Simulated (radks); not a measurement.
Values are calculated unless marked as measured or tabulated.
Spherical quantum dot in the effective-mass picture: electrons in a parabolic well V = omega^2 r^2 / 2 with omega = 2.73, all in effective atomic units (hartree* = m*/eps^2 hartree, bohr* = eps/m* bohr), one dielectric constant everywhere. Level of theory: non-relativistic Kohn-Sham, LDA (Slater exchange, Perdew-Wang correlation), spin-polarised, spherical densities (a radial shooting solver with Libxc functionals). Levels are named by radial order and angular momentum (1s, 1p, 1d, 2s, ...), and open shells are averaged over m.

N = 8, configuration 1s2 1p6. This is the lowest configuration that the search found. Occupied and some empty levels:

level  occupation  eigenvalue (hartree*)  <r> (bohr*)
1s              2                 11.297       0.7992
1p              6                 13.308        1.027
1d              0                 15.465        1.201
2s              0                 15.717        1.092
1f              0                 17.736        1.346

Energy (hartree*): total 74.6388, kinetic 19.286, external 31.422, Hartree 29.566, exchange-correlation -5.6355. Static polarisability (adiabatic kernel): 1.073 bohr*^3, against N/omega^2 = 1.073 from the generalised Kohn theorem.
